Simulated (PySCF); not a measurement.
B3LYP has the VWN-RPA correlation part, as in Gaussian. Delta-SCF ions had no search for a lower state. Excitations are Tamm–Dancoff values on a coarser integration grid. The basis has no diffuse functions, so Rydberg states are missing or too high.

Cartesian coordinates (Å):
SMILES: B[C@@H]1CCC[C@@H](B)C1
```xyz
22

B     -1.5076     1.7936     0.5936
C     -1.0677     0.8257    -0.5442
C     -1.6154    -0.6094    -0.4614
C     -0.8421    -1.4121     0.5906
C      0.6640    -1.4157     0.3065
C      1.2400     0.0031     0.1382
B      2.7888     0.1282     0.0778
C      0.4317     0.8201    -0.8879
H     -0.8528     2.7762     0.8579
H     -2.5635     1.6343     1.1617
H     -1.6160     1.3637    -1.3635
H     -2.6906    -0.5994    -0.2211
H     -1.5109    -1.1101    -1.4417
H     -1.0223    -0.9626     1.5860
H     -1.2217    -2.4461     0.6426
H      1.2061    -1.9539     1.1008
H      0.8471    -1.9794    -0.6271
H      1.1242     0.5249     1.1301
H      3.3100     1.1062    -0.4068
H      3.4931    -0.7062     0.5981
H      0.8214     1.8484    -0.9434
H      0.5840     0.3706    -1.8867
```
Charge 0, multiplicity 1.

Give the S1 excitation (TDA), vertical ionisation energy (Delta-SCF) and dipole moment at the level PySCF with B3LYP-D3(BJ)/def2-TZVP // B3LYP-D3(BJ)/def2-SVP.


| Item | Value |
|---|---|
| S1 excitation (TDA) | 5.08 eV |
| vertical ionisation energy (Delta-SCF) | 9.75 eV |
| dipole moment | 0.88 D |
